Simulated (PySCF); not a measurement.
Positional isomers: thiophene mercapto+boryl. Isolated molecules, 0 K electronic values unless said otherwise. One relaxed conformer stands for each flexible species; it need not be the lowest. Strings in code marks are SMILES.

Method: PBE-D3(BJ)/def2-TZVP // PBE0-D4/def2-SVP (PySCF). 

```csv
species,S1 oscillator strength,LUMO (eV)
`Bc1cc(S)cs1`,0.017,-3.07
`Bc1ccc(S)s1`,[?],-2.84
`Bc1ccsc1S`,0.066,[?]
`Bc1csc(S)c1`,[?],-2.91
`c1scc(c1B)S`,0.014,-2.95
`Bc1sccc1S`,0.108,-2.89
```

What belongs in the gaps?


- `Bc1ccc(S)s1`, S1 oscillator strength: 0.417
- `Bc1ccsc1S`, LUMO (eV): -2.87
- `Bc1csc(S)c1`, S1 oscillator strength: 0.003
